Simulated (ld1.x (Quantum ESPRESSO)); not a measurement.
## What the settings do to the TM semilocal potential of gadolinium (Gd)

Base potential:

| Property | Result |
| --- | --- |
| Element | Gd |
| Generator | ld1.x (Quantum ESPRESSO) 7.5 |
| Type | norm-conserving Troullier–Martins (semilocal form) |
| Functional | PBE |
| Relativity | non-relativistic |
| Frozen core | [Kr] 4d10 |
| Valence charge | 18 |
| Reference configuration | 4f7 5s2 5p6 5d1.5 6s1.5 6p0 |
| Partial waves | 5p (bound): rc 1.40 bohr; 5d (bound): rc 2.50 bohr; 4f (bound): rc 1.10 bohr; 5s (bound): rc 1.45 bohr |
| Local potential | the s channel |
| Core correction | none |

Occupied shells without a wave of their own: 6s. They enter only through the test configuration that unscreens the potential.

Cutoffs, loose and tight: the cutoffs (Ry, on a coarse ladder) from which the occupation-weighted sum of valence levels, in a spherical-Bessel basis at the reference potential, stays within 10 and 1 mRy of its value at 400 Ry. They do not see the model core or the augmentation charge, which bear on the density cutoff. Test errors are all-electron minus pseudo excitation energies from the reference, over the configurations 4f7 5s2 5p6 5d1 6s2 6p0; 4f7 5s2 5p6 5d1 6s1 6p0; 4f7 5s2 5p6 5d1 6s0 6p0; 4f7 5s2 5p6 5d1 6s0 6p2; 4f8 5s2 5p6 5d0 6s1 6p0; 4f7 5s2 5p6 5d2 6s1 6p0; 4f7 5s2 5p6 5d1 6s1.5 6p0. A dash means not determined; rows that change the core or the reference have their own tests. The largest error is taken over the tests solved by every variant that gives reliable tests at all: 4f7 5s2 5p6 5d1 6s0 6p0; 4f7 5s2 5p6 5d1 6s1 6p0; 4f7 5s2 5p6 5d1 6s1.5 6p0; 4f7 5s2 5p6 5d1 6s2 6p0; 4f7 5s2 5p6 5d2 6s1 6p0; 4f8 5s2 5p6 5d0 6s1 6p0.

A true bound ghost makes a file unfit for plane-wave use even where its test errors are small: the radial tests pick states by their node count and pass the ghost by.

Cutoffs are not given where the Bessel-basis levels miss the radial ones by over 6 mRy, ghosts where they miss by over 20 mRy; a channel whose overlap is not positive is not tested.

A semilocal file is local in each channel, so a ghost entry of none says nothing of the separable form that plane-wave codes build from it.

| change | outcome | bound ghosts | largest test error (meV) |
| --- | --- | --- | --- |
| base | generated | none | -249 |
| wave 5p (bound): rc 1.40 bohr becomes 5p (bound): rc 0.94 bohr | generated | p | +986 |
| wave 5p (bound): rc 1.40 bohr becomes 5p (bound): rc 1.04 bohr | generated | not determined | -105 |
| wave 5p (bound): rc 1.40 bohr becomes 5p (bound): rc 1.18 bohr | generated | none | -191 |
| wave 5p (bound): rc 1.40 bohr becomes 5p (bound): rc 1.34 bohr | generated | none | -243 |
| wave 5p (bound): rc 1.40 bohr becomes 5p (bound): rc 1.50 bohr | generated | none | -251 |
| wave 5p (bound): rc 1.40 bohr becomes 5p (bound): rc 1.62 bohr | generated | none | -245 |
| wave 5p (bound): rc 1.40 bohr becomes 5p (bound): rc 1.78 bohr | generated | none | -232 |
| wave 5p (bound): rc 1.40 bohr becomes 5p (bound): rc 1.94 bohr | generated | none | -206 |
| wave 5p (bound): rc 1.40 bohr becomes 5p (bound): rc 2.06 bohr | generated | none | -191 |

Reading the sweep of the p radius (base included, trends over the rows without a ghost): Bound ghosts are found at 0.94 bohr.
